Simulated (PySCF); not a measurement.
C2H5FOSi2.

```xyz
11

O     -1.7479     1.6642    -0.2376
C     -0.8935     0.8203    -0.3220
C      0.1288     0.6749    -1.4657
Si     1.6358     0.0073    -0.4593
Si    -0.1517    -0.4408     1.0112
F     -0.7668    -1.9500     0.8648
H     -0.2072    -0.1695    -2.0995
H      0.2064     1.5744    -2.0954
H      2.5599     1.0874    -0.0139
H      2.3781    -1.0968    -1.1232
H     -0.2425    -0.0608     2.4475
```

The structure is a stationary point at B3LYP-D3(BJ)/def2-SVP. The structure was generated by enumeration; whether it is a known compound was not checked.

These are PySCF with PBE/pcSseg-1 values and carry that method's errors. Non-relativistic, no solvent.

Give the absolute GIAO shielding of each atom: isotropic value and principal components (ppm). (An estimate is asked for; the answer gives what the named calculation found.)


```csv
atom,σ(iso),σ11,σ22,σ33,span
O1,-464.2,-1201.3,-426.5,235.1,1436.4
C2,-48.5,-106.1,-94.5,55.2,161.3
C3,122.0,69.8,117.1,179.0,109.2
Si4,434.3,380.4,435.4,487.1,106.7
Si5,276.2,173.8,266.8,388.0,214.2
F6,383.5,320.2,362.3,467.9,147.8
H7,28.0,24.9,26.5,32.8,7.9
H8,27.9,24.2,27.4,32.1,8.0
H9,27.5,24.1,25.5,32.9,8.8
H10,27.2,24.2,24.9,32.6,8.5
H11,24.7,22.4,22.9,28.8,6.5
```
